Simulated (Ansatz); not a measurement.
Species: C₃H₇N, SMILES `C=CCN` (charge 0, multiplicity 1).

Question: Give a relaxed geometry from B3LYP-D3(BJ)/def2-TZVP (Ansatz, a program for electronic structure).

Answer: Several could match; the one computed here: the end point of this relaxation, one of several conformers (outside a Z-matrix the atoms follow the SMILES, hydrogens last).
Cartesian coordinates (Å) in one orientation:
```xyz
11

C     -1.682    -0.375    -0.416
C     -0.654     0.396    -0.085
C      0.552    -0.066     0.681
N      1.819     0.037    -0.054
H     -1.722    -1.418    -0.119
H     -2.520     0.001    -0.989
H     -0.643     1.437    -0.401
H      0.659     0.517     1.600
H      0.416    -1.107     0.984
H      2.038     1.008    -0.251
H      1.737    -0.431    -0.950
```
